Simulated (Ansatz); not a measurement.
Ansatz (a quantum-chemistry and plane-wave program) input (HF/3-21G): The .json file is the Basis Set Exchange's 3-21G.

Ansatz 0.2 input:
```yaml
crystal:
  periodic: [false, false, false]
  atoms:
    - {symbol: C, position_ang: [0.03434502, -0.57922268, -0.11175593]}
    - {symbol: N, position_ang: [-1.15449918, -1.10532927, 0.07153505]}
    - {symbol: S, position_ang: [0.69612047, 0.86592196, -0.00741171]}
    - {symbol: H, position_ang: [-1.30630618, -2.09085571, -0.06953560]}
    - {symbol: H, position_ang: [-1.95619727, -0.55125461, 0.35791320]}
basis:
  gaussian:
    orbitals: 3-21G.json
hamiltonian:
  xc: {name: HF}
magnetization: {spin_polarized: true, initial_magnetization: 1}
relax: {f_tol: 0.003, max_steps: 120}
```

From the output:

```
these checks for a lower state are left out or cut short: starts, cluster_reference, orbital_swaps, neighbouring_geometries, increment
integrals: 0.00 GiB planned
482 factors; integrals over basis functions are off by at most 3.3e-4 eV
mean field: 0.09 GiB planned
mean field -13292.07590350 eV, -488.4747797611 hartree, gradient 1.7e-5 eV, S^2 0.765161; 0 other end points of the search recorded, 0 dependent functions left out
the calculation of the forces begins
reference -13292.07590350 eV, -488.4747797611 hartree; 16, 15 occupied and 19, 20 virtual orbitals, 482 factors
relax step   5: F+E_penalty+E_count = -13292.07590350 eV  Δ(F+E_penalty+E_count) = +5.630e-6 eV  max|allowed force component| = 3.362e-2 eV/Å  Δτ_max = 0.0022 Å  (56 SCF iters, rejected (line search))
these checks for a lower state are left out or cut short: starts, cluster_reference, orbital_swaps, neighbouring_geometries, increment
integrals: 0.00 GiB planned
482 factors; integrals over basis functions are off by at most 3.3e-4 eV
mean field: 0.09 GiB planned
mean field -13292.07592473 eV, -488.4747805412 hartree, gradient 1.7e-5 eV, S^2 0.765163; 0 other end points of the search recorded, 0 dependent functions left out
the calculation of the forces begins
reference -13292.07592473 eV, -488.4747805412 hartree; 16, 15 occupied and 19, 20 virtual orbitals, 482 factors
relax step   6: F+E_penalty+E_count = -13292.07592473 eV  Δ(F+E_penalty+E_count) = -1.560e-5 eV  max|allowed force component| = 5.981e-4 eV/Å  Δτ_max = 0.0011 Å  (42 SCF iters, accepted)
integrals: 0.00 GiB planned
482 factors; integrals over basis functions are off by at most 3.3e-4 eV
mean field: 0.09 GiB planned
mean field evaluation 64: about -13291.8981 eV, gradient 5.4e-1 eV
mean field -13292.07592473 eV, -488.4747805412 hartree, gradient 1.7e-5 eV, S^2 0.765163; 1 other end points of the search recorded, 0 dependent functions left out
the calculation of the forces begins
reference -13292.07592473 eV, -488.4747805412 hartree; 16, 15 occupied and 19, 20 virtual orbitals, 482 factors
Total energy: -13292.07592473 eV, -488.4747805412 hartree
Atom 0 at     0.009053    -0.584287    -0.106759 Å, force    -0.000186    -0.000237     0.000001 eV/Å
Atom 1 at    -1.165069    -1.112940     0.072639 Å, force     0.000330     0.000598     0.000030 eV/Å
Atom 2 at     0.739181     0.899126    -0.011517 Å, force    -0.000073    -0.000121    -0.000005 eV/Å
Atom 3 at    -1.308651    -2.092890    -0.069353 Å, force    -0.000002     0.000062     0.000012 eV/Å
Atom 4 at    -1.961050    -0.569749     0.355734 Å, force    -0.000069    -0.000302    -0.000038 eV/Å
Dipole moment:    -0.835654    -0.702704     0.069216 e Å
```

The geometry given is a B3LYP-D3(BJ)/def2-TZVP minimum.
